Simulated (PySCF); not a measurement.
Species: C₃H₁₁ClSi₂.
SMILES with atom numbers: `[CH3:1][SiH2:2][Si@@H:3]([CH3:4])[CH2:5][Cl:6]` (hydrogens: H7, H8, H9 on C1; H10, H11 on Si2; H12 on Si3; H13, H14, H15 on C4; H16, H17 on C5)

Computed, not measured: TDDFT CAM-B3LYP/def2-SVPD, vertical, gas phase, core orbitals frozen in the response in PySCF. The structure is a single GFN2-xTB conformer in the gas phase; no vibrational or solvent corrections. Torsions of this conformer, `[CH3:1][SiH2:2][Si@@H:3]([CH3:4])[CH2:5][Cl:6]`: C1–Si2–Si3–C4 -173°, Si2–Si3–C5–Cl6 -51°.

Computed states:

```json
{"state": "S1", "E (eV)": "6.77", "f": "0.015"}
{"state": "S2", "E (eV)": "7.05", "f": "0.050"}
{"state": "S3", "E (eV)": "7.21", "f": "0.021"}
{"state": "S4", "E (eV)": "7.28", "f": "0.0024"}
{"state": "S5", "E (eV)": "7.35", "f": "0.028"}
{"state": "S6", "E (eV)": "7.47", "f": "0.021"}
{"state": "S7", "E (eV)": "7.85", "f": "0.020"}
{"state": "S8", "E (eV)": "7.94", "f": "0.020"}
```

Broadening: Gaussians 0.3 eV wide at half height, area fixed by f = 4.319×10⁻⁹ ∫ε dν̃. The width is an assumption, not a result. The curve ends short of the highest state used, and states not computed would add to its high-energy end.

(1) Give the broadened spectrum and its maxima.

(2) Coming from long wavelengths, where does ε first pass 100 L mol⁻¹ cm⁻¹?

(3) On this curve, what absorbance would a 10⁻⁴ mol/L sample give at 193 nm over a 1 cm path?

Answers

(1) 
```csv
E (eV),ε (L mol⁻¹ cm⁻¹)
6.32,2
6.34,4
6.36,7
6.38,11
6.40,18
6.42,29
6.44,44
6.45,54
6.47,80
6.49,115
6.51,161
6.53,221
6.55,295
6.56,338
6.58,436
6.60,549
6.62,677
6.64,815
6.66,961
6.68,1111
6.69,1186
6.71,1334
6.73,1479
6.75,1620
6.77,1760
6.79,1904
6.80,1980
6.82,2145
6.84,2334
6.86,2555
6.88,2814
6.90,3112
6.91,3275
6.93,3625
6.95,3998
6.97,4379
6.99,4750
7.01,5094
7.03,5395
7.04,5525
7.06,5740
7.08,5891
7.10,5979
7.12,6012
7.14,5999
7.15,5980
7.17,5924
7.19,5853
7.21,5778
7.23,5704
7.25,5635
7.27,5569
7.28,5535
7.30,5464
7.32,5380
7.34,5277
```

Maxima: 174 nm (7.12 eV), ε about 6000, made up of S2 (64%) and S3 (24%) (ε in L mol⁻¹ cm⁻¹; maxima over ε = 5, shares over 10%).

(2) At about 191 nm (6.48 eV), 0.29 eV below S1.

(3) 193 nm is 6.424 eV, where ε is about 32 L mol⁻¹ cm⁻¹, so A = ε c l ≈ 0.0032 (Beer–Lambert, with the gas-phase spectrum and the assumed width).
